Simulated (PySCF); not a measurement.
A PySCF script (with the pyscf-properties extension) for the NMR shieldings of `CC[Si]1(C(Cl)(Cl)Cl)CSC1`, C$_{5}$H$_{9}$Cl$_{3}$SSi, on a GFN2-xTB geometry:

```python
import basis_set_exchange as bse
import numpy as np
from pyscf import gto, dft
from pyscf.prop import nmr

atoms = """
C     2.448904    0.136005   -0.137115
C     1.338177   -0.540120    0.665945
Si   -0.419454   -0.088897    0.098649
C    -0.747045    1.821836    0.289302
Cl    0.173996    2.723463   -0.932224
Cl   -2.469218    2.202404    0.083505
Cl   -0.235622    2.357703    1.901193
C    -1.019515   -0.730439   -1.597816
S    -2.178652   -1.925395   -0.805259
C    -1.838123   -1.141764    0.825651
H     2.405570    1.214647   -0.021255
H     3.421846   -0.204889    0.209521
H     2.361049   -0.097219   -1.194843
H     1.458896   -1.622316    0.597124
H     1.454111   -0.279490    1.718917
H    -0.299268   -1.263827   -2.209880
H    -1.575873   -0.038185   -2.224245
H    -1.567587   -1.899604    1.553295
H    -2.721997   -0.614663    1.172075
"""
names = dict.fromkeys(["C", "Si", "Cl", "S", "H"], "pcSseg-1")
basis = {el: gto.basis.parse(bse.get_basis(n, elements=[el], fmt="nwchem")) for el, n in names.items()}
mol = gto.M(atom=atoms, basis=basis, charge=0, verbose=0)
mf = dft.RKS(mol, xc="PBE0")
mf.grids.level = 2
mf.grids.alignment = dft.numint.BLKSIZE   # the property module wants whole blocks of grid points
mf.conv_tol = 1e-9
mf.kernel()

calc = nmr.RKS(mf)   # GIAO
C = mf.mo_coeff
Co = C[:, mf.mo_occ > 0]
resp = mf.gen_response(singlet=True, hermi=2)
def vind(x):   # induced exchange potential for any number of trial vectors
    d = np.einsum("pi,xij,qj->xpq", C, 2 * x.reshape(-1, C.shape[1], Co.shape[1]), Co, optimize=True)
    return np.einsum("xpq,pi,qj->xij", resp(d - d.transpose(0, 2, 1)), C, Co, optimize=True).ravel()
mo1, _ = nmr.rhf.solve_mo1(calc, with_cphf=vind)
sigma = calc.kernel(mo1)
for i, s in enumerate(sigma):   # ppm
    print("%2d %-2s %9.2f" % (i, mol.atom_pure_symbol(i), np.trace(s) / 3))
```

**Question.** What does it print?

**Answer.** 
```
 0 C     178.39
 1 C     175.64
 2 Si    324.52
 3 C      73.87
 4 Cl    533.40
 5 Cl    520.92
 6 Cl    550.02
 7 C     162.75
 8 S     563.17
 9 C     161.79
10 H      30.36
11 H      30.45
12 H      30.74
13 H      30.32
14 H      30.38
15 H      29.15
16 H      28.55
17 H      29.37
18 H      28.50
```

These numbers come from an equivalent density-fitted implementation of the same equations, which agrees with the script to about 0.01 ppm for H and up to a few tenths of a ppm for heavy atoms, so last digits may differ.

Size and cost of the density-fitted run: 250 basis functions, 2.1 min wall time on 1 thread of an Arm Neoverse N1, shared host; peak memory 1.1 GiB.
